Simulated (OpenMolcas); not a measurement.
Co5+: effect of the active space

* Program: OpenMolcas
* Method: CASSCF
* Basis: ANO-R2
* Scalar Hamiltonian: X2C, finite nucleus
* Spin-orbit coupling: state interaction with AMFI integrals over the reference wave functions, term energies averaged over their components

A. 4 electrons in 5 orbitals (3d); 2S+1 = 5 even, 5 roots; 2S+1 = 3 even, 45 roots; 2S+1 = 1 even, 50 roots; cost of the order of 90 core-seconds
B. 4 electrons in 10 orbitals (3d 4d); 2S+1 = 5 even, 5 roots; 2S+1 = 3 even, 45 roots; 2S+1 = 1 even, 44 roots; cost of the order of 4 core-minutes

Energies in cm-1 above 3d4 5D0, the measured ground level; measured values from Sugar and Corliss, J. Phys. Chem. Ref. Data 10, 1097 (1981).

```
     Level      A      B  Measured
   3d4 5D0    0.0    0.0       0.0
   3d4 5D1    203    205       204
   3d4 5D2    595    602       589
   3d4 5D3   1154   1168      1125
   3d4 5D4   1857   1881      1782
   3d4 3H4  30633  29937     28377
   3d4 3H5  31065  30393     28806
   3d4 3H6  31534  30886     29234
3d4 3P0(1)  32529  31690     27166
3d4 3P1(1)  33726  32901     28462
3d4 3F2(1)  35335  34538     30555
3d4 3F3(1)  35410  34624     30635
3d4 3F4(1)  35613  34847     30817
3d4 3P2(1)  35785  34975     30506
   3d4 3G3  38670  37835     34026
   3d4 3G4  39167  38353     34475
   3d4 3G5  39533  38744     34855
   3d4 1I6  46242  45316     42800
3d4 1G4(1)  48904  47835     41926
   3d4 3D3  49756  48844     41676
   3d4 3D2  49910  48992     41856
   3d4 3D1  50112  49180     42098
   3d4 1F3  69395  68137     59930
3d4 3F4(2)  81756  79830     70798
```

Deviations, from unrounded energies. A percentage is the sum of absolute deviations over the sum of measured energies, with the sign that they share, or ± where signs differ.

```tsv
Against measurement	Levels	A	B
mean absolute deviation (cm-1)	23	4600	3900
fine structure of the ground term (%)	4	±3.0	+4.3
other terms of the ground configuration (%)	19	+15.0	+12.5
```

B lies closest to measurement on these levels. The largest miss of B in the table is 3d4 3F4(2), by +9000 cm-1. The ranking rests on the paired levels alone, and a cruder setting can come out closer through cancelling errors.

The spin-orbit steps hold different terms of 3d4 (B lacks a 1D, a 1S), which shifts levels as well.

Between A and B the level of the table that moves most is 3d4 3F4(2), by 1900 cm-1 (lowest in B, highest in A).

Without dynamic correlation excited terms often stand tens of per cent too high (terms of higher spin than the ground term too low), and those without a measured partner can miss by more than the paired ones. Active for correlation alone: 4d; no level in the range computed is led by a configuration that fills it, so any true level of that kind is missing (holds for B). Computed and measured levels are paired by configuration, term and J; levels that our copy of the source lacks, or whose pairing is in doubt (as where it misses far off the trend of its configuration), stay unpaired and out of the deviations. Only configurations of the active space appear. Levels that lie high or do not pair safely by name in every column are left out.

A number in round brackets counts repeated terms of one configuration in the order of the reference energies.
